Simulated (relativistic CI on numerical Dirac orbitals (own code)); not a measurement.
**d1 to d9 in one tetrahedral field**

Computed with a parametric ligand-field model without spin-orbit coupling, by exact diagonalisation: B = 600, C = 2830, 10Dq = -7000 cm⁻¹ (Td; |10Dq|/B = 11.7) for every shell. Energies in cm⁻¹; the field energy is (0.6 n_e − 0.4 n_t2) × 10Dq of the ground term; g labels are left out.

```
Shell  Ground term  Electrons in e  Field energy  First spin-allowed bands  Lowest term of other spin
   d1           2E           1.000         -4200                  2T2 7000                           
   d2          3A2           2.000         -8400       3T2 7000, 3T1 11312                   1E 10170
   d3          4T1           1.932         -5127       4T2 6169, 4A2 13169                    2E 6008
   d4            ?               ?             ?                         ?                          ?
   d5          6A1           2.000             0                      none                  4T1 15168
   d6           5E           3.000         -4200                  5T2 7000                   3T1 9060
   d7          4A2           4.000         -8400       4T2 7000, 4T1 11312                   2E 12584
   d8          3T1           3.932         -5127       3T2 6169, 3A2 13169                   1T2 9614
   d9          2T2           4.000         -2800                   2E 7000
```

Fill in the row of d4.

Ground term: 5T2; Electrons in e: 2.000; Field energy: -2800; First spin-allowed bands: 5E 7000; Lowest term of other spin: 3T1 8601. Every shell keeps the spin of the free ion. Tetrahedral fields of 3d complexes are almost always too weak to pair spins. High-spin d^(n+5) repeats the spin-allowed bands of d^n, since the half-filled shell is spherical.
